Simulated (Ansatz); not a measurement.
`O[Si](O)(O)C12CC3CC(CC(C3)C1)C2` with charge +1. Charge 1, multiplicity 2. Geometry PBE-D4/def2-SVP, that of the neutral singlet; atoms count from 1.

Cartesian coordinates in Å:
```
O 2.4175 -1.6189 2.0251
Si 0.7409 -1.6287 1.8884
O 0.2267 -3.1905 1.5352
O 0.0682 -1.1553 3.3559
C 0.2068 -0.4553 0.5264
C 0.7050 0.9813 0.8347
C 0.2649 1.9453 -0.2850
C 0.8619 1.4772 -1.6269
C 0.3596 0.0563 -1.9512
C -1.1790 0.0637 -2.0447
C -1.7785 0.5299 -0.7033
C -1.2737 1.9503 -0.3805
C -1.3406 -0.4354 0.4162
C 0.7998 -0.9098 -0.8332
H 2.8140 -2.5044 1.9538
H -0.3075 -3.5878 2.2446
H 0.7327 -0.9882 4.0464
H 0.2965 1.3174 1.8126
H 1.8129 0.9842 0.9287
H 0.6278 2.9697 -0.0521
H 0.5734 2.1794 -2.4393
H 1.9724 1.4852 -1.5728
H 0.7908 -0.2802 -2.9189
H -1.5500 -0.9543 -2.2940
H -1.5089 0.7373 -2.8656
H -2.8879 0.5347 -0.7717
H -1.6056 2.6620 -1.1677
H -1.7133 2.3016 0.5783
H -1.7141 -1.4612 0.2059
H -1.7836 -0.1224 1.3868
H 0.4619 -1.9433 -1.0654
H 1.9091 -0.9394 -0.7666
```

(1) Estimate the Mulliken populations of the heavy atoms from the PBE0/def2-SVP orbitals of Ansatz.

(2) Where does the spin sit?

(3) And the Mayer bond orders between heavy atoms (over 0.3)?

## Answers

(1) 
| atom | charge (e) | spin (α − β) |
| --- | --- | --- |
| O1 | -0.39 | 0.05 |
| Si2 | 0.97 | 0.10 |
| O3 | -0.39 | 0.05 |
| O4 | -0.39 | 0.05 |
| C5 | -0.59 | 0.20 |
| C6 | 0.07 | 0.06 |
| C7 | -0.18 | 0.07 |
| C8 | 0.03 | 0.00 |
| C9 | -0.18 | 0.07 |
| C10 | 0.03 | 0.00 |
| C11 | -0.18 | 0.07 |
| C12 | 0.03 | 0.00 |
| C13 | 0.07 | 0.06 |
| C14 | 0.07 | 0.06 |
Mulliken values depend strongly on the basis.

(2) Summed by element: O 0.15, Si 0.10, C 0.59, H 0.17, of 1 unpaired in all. Largest on single atoms: C5 0.20, Si2 0.10, C9 0.07.

(3) O1–Si2 1.17 (1.68 Å); Si2–O3 1.17 (1.68 Å); Si2–O4 1.17 (1.68 Å); Si2–C5 0.65 (1.88 Å); C5–C6 1.00 (1.55 Å); C5–C13 1.00 (1.55 Å); C5–C14 1.00 (1.55 Å); C6–C7 0.95 (1.54 Å); C7–C8 1.04 (1.54 Å); C7–C12 1.03 (1.54 Å); C8–C9 1.03 (1.54 Å); C9–C10 1.04 (1.54 Å); C9–C14 0.95 (1.54 Å); C10–C11 1.03 (1.54 Å); C11–C12 1.04 (1.54 Å); C11–C13 0.95 (1.54 Å).
